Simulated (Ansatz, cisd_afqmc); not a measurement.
System: Se, charge 1, quartet.

Total energies in aug-cc-pVQZ, 5 correlated electrons, 14 frozen orbitals. Open shells are spin-unrestricted; no spin-orbit coupling. Cores are frozen in correlated methods (noble-gas shells, and filled d and f shells in the p block). No relativity. AFQMC/CISD: phaseless, guided by CISD from CCSD amplitudes; bars are statistical, one sigma. Outlying blocks are dropped, and bars are widened where a walk drifts. Over all cases where full CI ran beside it in this data, AFQMC minus full CI had a median of +0.1 mEh and passed +0.4 mEh in a tenth of the cases.

| method | program | energy (Eh) | minus CCSDT(Q) (mEh) |
|---|---|---|---|
| HF | Ansatz | -2399.55950 | 98.44 |
| MP2 | Ansatz | -2399.64114 | 16.79 |
| CCSD | Ansatz | -2399.65425 | 3.68 |
| CCSD(T) | Ansatz | -2399.65737 | 0.56 |
| CCSDT(Q) | Ansatz | -2399.65793 | 0.00 |
| AFQMC/CISD | cisd_afqmc | -2399.6579 ± 0.0002 | 0.1 ± 0.2 |

Ansatz is a program for electronic structure.
